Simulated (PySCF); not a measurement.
C2H7Si, SMILES C[SiH]C, multiplicity 2.

Geometry: r2SCAN-D4/def2-SVP. The isomer is the one that the SMILES or the coordinates give; other isomers of the formula were not compared.

Method: r2SCAN-D4/def2-SVP (PySCF).

Frequencies are harmonic and unscaled.

Computed harmonic wavenumbers and intensities:
```tsv
mode	ν (cm⁻¹)	IR (km/mol)	moving atoms (share of kinetic energy)
1	143	0.0	H 98 %
2	157	0.0	H 89 %
3	198	0.3	C 41 %, H 38 %, Si 21 %
4	490	5.8	H 96 %
5	598	5.0	H 95 %
6	645	5.2	C 59 %, H 21 %, Si 19 %
7	675	1.8	H 78 %, C 19 %
8	731	29.4	C 39 %, Si 34 %, H 27 %
9	848	70.2	H 68 %, C 21 %, Si 11 %
10	857	48.2	H 71 %, C 21 %, Si 8 %
11	892	107.1	H 81 %, C 12 %
12	1242	18.8	H 79 %, C 21 %
13	1250	6.6	H 81 %, C 19 %
14	1420	0.9	H 96 %
15	1422	5.5	H 95 %
16	1428	5.7	H 96 %
17	1435	11.0	H 96 %
18	2171	147.1	H 97 %
19	3021	5.9	H 97 %
20	3021	6.8	H 97 %
21	3120	5.9	H 91 %, C 9 %
22	3120	0.8	H 91 %, C 9 %
23	3146	4.4	H 91 %, C 9 %
24	3146	1.7	H 91 %, C 9 %
```
